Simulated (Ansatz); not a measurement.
One change: `[NH2][In]([NH2])[SH]` becomes `[NH2][Al]([NH2])[SH]`.

Ansatz, PBE0-D4/def2-TZVP geometries, multiplicity 1. Each molecule was computed in one conformer, which needn't be the lowest.

Elements past krypton have def2 core potentials.

```csv
property,`[NH2][In]([NH2])[SH]`
HOMO–LUMO gap (ωB97M-V/def2-TZVPP) / eV,10.17
zero-point energy (PBE0-D4/def2-TZVP) / kJ/mol,155.1
size of the dipole moment (PBE/def2-TZVPP) / D,1.64
LUMO energy (B3LYP/def2-TZVPP) / eV,-1.28
HOMO–LUMO gap (B3LYP/def2-TZVPP) / eV,5.60
"ideal-gas entropy at 298 K and 1 bar (rigid rotor, harmonic PBE0-D4/def2-TZVP) / J/(mol·K)",372
```

Question: What does the change do to each property? (Estimate.)

Answer: The calculation gave: 
```csv
property,`[NH2][Al]([NH2])[SH]`,shift
HOMO–LUMO gap (ωB97M-V/def2-TZVPP) / eV,10.87,0.70
zero-point energy (PBE0-D4/def2-TZVP) / kJ/mol,158.7,3.6
size of the dipole moment (PBE/def2-TZVPP) / D,2.09,0.45
LUMO energy (B3LYP/def2-TZVPP) / eV,-0.30,0.98
HOMO–LUMO gap (B3LYP/def2-TZVPP) / eV,6.57,0.97
"ideal-gas entropy at 298 K and 1 bar (rigid rotor, harmonic PBE0-D4/def2-TZVP) / J/(mol·K)",351,-21
```

Dipoles are sizes alone; their direction can turn.

B3LYP here is the variant with VWN-RPA as its local correlation; programs differ in this.
